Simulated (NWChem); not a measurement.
System: C$_{2}$H$_{4}$O$_{3}$Si; SMILES O=C1OCO[SiH2]1

The following NWChem deck was run.

```
start job
memory heap 200 mb stack 900 mb global 1100 mb
geometry units angstroms noautosym nocenter noautoz
  O     -0.274102     2.225480     0.000000
  C     -0.046770     1.039713     0.000000
  O      1.248010     0.552500     0.000000
  C      1.391874    -0.874829     0.000000
  O      0.160516    -1.557022     0.000000
  Si    -1.181458    -0.522637     0.000000
  H      1.974661    -1.147049    -0.908664
  H      1.974661    -1.147049     0.908664
  H     -2.018938    -0.671237     1.233433
  H     -2.018938    -0.671237    -1.233433
end
basis spherical
  O library 6-31g*
  C library 6-31g*
  Si library 6-31g*
  H library 6-31g*
end
dft
  xc b3lyp
  iterations 150
end
property
  response 1 0.0773
end
task dft property
```

Excerpt of the output:

```
             Northwest Computational Chemistry Package (NWChem) 7.3.0
             --------------------------------------------------------

                             Geometry "geometry" -> ""
                             -------------------------

 Output coordinates in angstroms (scale by  1.889725989 to convert to a.u.)

  No.       Tag          Charge          X              Y              Z
 ---- ---------------- ---------- -------------- -------------- --------------
    1 O                    8.0000    -0.27410200     2.22548000     0.00000000
    2 C                    6.0000    -0.04677000     1.03971300     0.00000000
    3 O                    8.0000     1.24801000     0.55250000     0.00000000
    4 C                    6.0000     1.39187400    -0.87482900     0.00000000
    5 O                    8.0000     0.16051600    -1.55702200     0.00000000
    6 Si                  14.0000    -1.18145800    -0.52263700     0.00000000
    7 H                    1.0000     1.97466100    -1.14704900    -0.90866400
    8 H                    1.0000     1.97466100    -1.14704900     0.90866400
    9 H                    1.0000    -2.01893800    -0.67123700     1.23343300
   10 H                    1.0000    -2.01893800    -0.67123700    -1.23343300

 Effective nuclear repulsion energy (a.u.)     301.1915722369

                              NWChem Property Module
                              ----------------------

                                 NWChem DFT Module
                                 -----------------

 Summary of "ao basis" -> "ao basis" (spherical)
 ------------------------------------------------------------------------------
       Tag                 Description            Shells   Functions and Types
 ---------------- ------------------------------  ------  ---------------------
 O                           6-31g*                  6       14   3s2p1d
 C                           6-31g*                  6       14   3s2p1d
 Si                          6-31g*                  8       18   4s3p1d
 H                           6-31g*                  2        2   2s

            General Information
            -------------------
          SCF calculation type: DFT
          Wavefunction type:  closed shell.
          No. of atoms     :    10
          No. of electrons :    54
           Alpha electrons :    27
            Beta electrons :    27
          Charge           :     0
          Spin multiplicity:     1
          Use of symmetry is: off; symmetry adaption is: off
          Maximum number of iterations: 150
          AO basis - number of functions:    96
                     number of shells:    46
          Convergence on energy requested:  1.00D-06
          Convergence on density requested:  1.00D-05
          Convergence on gradient requested:  5.00D-04

              XC Information
              --------------
                         B3LYP Method XC Potential
                     Hartree-Fock (Exact) Exchange  0.200
                        Slater Exchange Functional  0.800 local
                    Becke 1988 Exchange Functional  0.720 non-local
              Lee-Yang-Parr Correlation Functional  0.810
                  VWN I RPA Correlation Functional  0.190 local

             Grid Information
             ----------------
          Grid used for XC integration:  medium
          Radial quadrature: Mura-Knowles
          Angular quadrature: Lebedev.
          Tag              B.-S. Rad. Rad. Pts. Rad. Cut. Ang. Pts.
          ---              ---------- --------- --------- ---------
          O                   0.60       49          10.0       434
          C                   0.70       49          10.0       434
          Si                  1.10       88           9.0       590
          H                   0.35       45          11.0       434
          Grid pruning is: on
          Number of quadrature shells:   513
          Spatial weights used:  Erf1

      Superposition of Atomic Density Guess
      -------------------------------------

 Sum of atomic energies:        -590.39380267

      Non-variational initial energy
      ------------------------------

 Total energy =    -592.875129
 1-e energy   =   -1412.684134
 2-e energy   =     518.617433
 HOMO         =      -0.316684
 LUMO         =       0.007287

   convergence    iter        energy       DeltaE   RMS-Dens  Diis-err
 ---------------- ----- ----------------- --------- --------- ---------
 d= 0,ls=0.0,diis     1   -593.5978873546 -8.95D+02  2.06D-02  1.64D+00
 d= 0,ls=0.0,diis     2   -593.1139677181  4.84D-01  1.47D-02  6.79D+00
 d= 0,ls=0.0,diis     3   -593.7668980268 -6.53D-01  3.95D-03  2.55D-01
 d= 0,ls=0.0,diis     4   -593.7847381547 -1.78D-02  1.51D-03  8.06D-02
 d= 0,ls=0.0,diis     5   -593.7920261993 -7.29D-03  3.47D-04  2.49D-03
  Resetting Diis
 d= 0,ls=0.0,diis     6   -593.7922565221 -2.30D-04  1.05D-04  2.04D-04
 d= 0,ls=0.0,diis     7   -593.7922770989 -2.06D-05  7.92D-05  2.47D-05
 d= 0,ls=0.0,diis     8   -593.7922717650  5.33D-06  4.91D-05  8.15D-05
 d= 0,ls=0.0,diis     9   -593.7922795391 -7.77D-06  6.92D-06  1.04D-06
 d= 0,ls=0.0,diis    10   -593.7922796323 -9.32D-08  2.25D-06  1.17D-07

         Total DFT energy =     -593.792279632257
      One electron energy =    -1415.435143352689
           Coulomb energy =      579.539284467654
    Exchange-Corr. energy =      -59.087992984103
 Nuclear repulsion energy =      301.191572236881

 Numeric. integr. density =       54.000009937770

                       DFT Final Molecular Orbital Analysis
                       ------------------------------------

 Vector   25  Occ=2.000000D+00  E=-3.265747D-01
              MO Center= -8.1D-02,  1.2D-01, -1.0D-09, r^2= 4.0D+00
   Bfn.  Coefficient  Atom+Function         Bfn.  Coefficient  Atom+Function
  ----- ------------  ---------------      ----- ------------  ---------------
    61      0.362909   5 O  pz               33     -0.336723   3 O  pz
     5      0.323211   1 O  pz               65      0.278781   5 O  pz
    37     -0.251662   3 O  pz                9      0.221436   1 O  pz
    94     -0.184115   9 H  s                96      0.184115  10 H  s
    79     -0.126681   6 Si pz               93     -0.121453   9 H  s

 Vector   26  Occ=2.000000D+00  E=-2.938975D-01
              MO Center=  6.5D-01, -3.5D-01, -3.3D-09, r^2= 3.7D+00
   Bfn.  Coefficient  Atom+Function         Bfn.  Coefficient  Atom+Function
  ----- ------------  ---------------      ----- ------------  ---------------
    61      0.367583   5 O  pz               33      0.343001   3 O  pz
    65      0.279795   5 O  pz               37      0.258275   3 O  pz
     5     -0.242546   1 O  pz               90      0.219332   7 H  s
    92     -0.219332   8 H  s                47     -0.218020   4 C  pz
     9     -0.176063   1 O  pz               89      0.167838   7 H  s

 Vector   27  Occ=2.000000D+00  E=-2.663326D-01
              MO Center= -1.7D-01,  1.4D+00, -1.4D-10, r^2= 2.5D+00
   Bfn.  Coefficient  Atom+Function         Bfn.  Coefficient  Atom+Function
  ----- ------------  ---------------      ----- ------------  ---------------
     3      0.509674   1 O  px                7      0.356596   1 O  px
    78      0.260521   6 Si py               31      0.243098   3 O  px
    20      0.234211   2 C  s                35      0.205043   3 O  px
     4      0.164660   1 O  py               34     -0.135652   3 O  s
    60     -0.128502   5 O  py               76      0.127694   6 Si s

 Vector   28  Occ=0.000000D+00  E=-2.927870D-02
              MO Center= -1.9D-01,  9.4D-01, -7.0D-09, r^2= 2.5D+00
   Bfn.  Coefficient  Atom+Function         Bfn.  Coefficient  Atom+Function
  ----- ------------  ---------------      ----- ------------  ---------------
    19      0.447713   2 C  pz               23      0.444984   2 C  pz
     9     -0.386600   1 O  pz                5     -0.374715   1 O  pz
    83      0.347788   6 Si pz               94     -0.334368   9 H  s
    96      0.334368  10 H  s                33     -0.247539   3 O  pz
    37     -0.243962   3 O  pz               79      0.188447   6 Si pz

 Vector   29  Occ=0.000000D+00  E=-1.032265D-02
              MO Center= -1.4D+00, -5.6D-01,  1.2D-09, r^2= 3.7D+00
   Bfn.  Coefficient  Atom+Function         Bfn.  Coefficient  Atom+Function
  ----- ------------  ---------------      ----- ------------  ---------------
    82      0.883565   6 Si py               62      0.528860   5 O  s
    20     -0.509971   2 C  s                78      0.385421   6 Si py
    81     -0.355559   6 Si px               63     -0.168629   5 O  px
    77     -0.150963   6 Si px               74     -0.134982   6 Si py
    35     -0.128482   3 O  px               84     -0.122473   6 Si d -2

 Vector   30  Occ=0.000000D+00  E= 4.056296D-02
              MO Center= -1.2D+00, -7.1D-01, -1.2D-09, r^2= 4.9D+00
   Bfn.  Coefficient  Atom+Function         Bfn.  Coefficient  Atom+Function
  ----- ------------  ---------------      ----- ------------  ---------------
    81      1.458752   6 Si px               20     -0.819948   2 C  s
    48     -0.782219   4 C  s                94      0.587581   9 H  s
    96      0.587581  10 H  s                82      0.520450   6 Si py
    80      0.339295   6 Si s                22      0.283502   2 C  py
    76     -0.271338   6 Si s                90      0.261106   7 H  s

     Multipole analysis of the density
     ---------------------------------

     L   x y z        total         alpha         beta         nuclear
     -   - - -        -----         -----         ----         -------
     0   0 0 0     -0.000000    -27.000000    -27.000000     54.000000

     1   1 0 0     -0.099399     -0.538241     -0.538241      0.977083
     1   0 1 0     -1.072613     -0.350620     -0.350620     -0.371373
     1   0 0 1     -0.000000     -0.000000     -0.000000      0.000000

     2   2 0 0    -27.774897   -121.728251   -121.728251    215.681605
     2   1 1 0     -1.024957      3.301448      3.301448     -7.627854
     2   1 0 1      0.000000      0.000000      0.000000      0.000000
     2   0 2 0    -37.522421   -161.413278   -161.413278    285.304135
     2   0 1 1      0.000000      0.000000      0.000000      0.000000
     2   0 0 2    -29.588852    -23.175811    -23.175811     16.762770

 *** CALLING NEW AORESP DRIVER FOR CLOSED AND OPEN SHELLS ***
 Entering AOResponse driver routine

--------------------------------------------------------------------------------

          -----------------------------------------------
          Solving response equations for perturbing field
          -----------------------------------------------

 number of frequencies:     1
 frequency in a.u.:  0.7730000E-01
 Perturbing field: electric
 Using El. Dipole Length Gauge

 Setting up CPKS with frequency omega =      0.07730000 a.u.

                            NWChem Dynamic CPHF Module
                            --------------------------

    scftype = RHF
    nclosed =   27
      nopen =    0
  variables =     3726
  num. vecs =        3
  tolerance =   1.0D-04
  max. iter =   50

 SCF residual:    1.0739205287531066E-004

Iterative solution of linear equations
  No. of variables     3726
  No. of equations        3
  Maximum subspace       30
       Convergence  1.0D-04

   iter   nsub   residual    time
   ----  ------  --------  ---------
     1      3    4.43D+00      23.8
     2      6    3.03D+00      30.2
     3      9    5.26D-01      36.8
     4     12    1.50D-01      43.4
     5     15    4.55D-02      49.7
     6     18    1.14D-02      56.0
     7     21    2.55D-03      62.5
     8     24    3.13D-04      68.9
     9     27    2.85D-05      75.4

 Electric Dipole Response Matrix (nonzero elements):

              1        2        3
    1   57.4965  -3.3147   0.0000
    2   -3.3147  51.6216   0.0000
    3    0.0000   0.0000  38.8559

 ------------------------------------------
 average:        49.32468 + I       0.00000

 DFT Linear Response polarizability / au
 Frequency  =       0.0773000 / au
 Wavelength =     589.4353558 / nm
              X              Y              Z
 -----------------------------------------------
 X      57.4965453     -3.3146960      0.0000000
 Y      -3.3146541     51.6216154      0.0000000
 Z       0.0000000      0.0000000     38.8558716
 -----------------------------------------------
 Eigenvalues =      58.9880655     50.1300952     38.8558716
 Isotropic   =      49.3246774
 Anisotropic =      17.4767987
 -----------------------------------------------

 Magnetic Dipole Response Matrix (nonzero elements):

 Exiting AOResponse driver routine
```

Level: B3LYP/6-31G* (spherical d). Coordinates come from a PBE-D3(BJ)/def2-SVP optimisation.
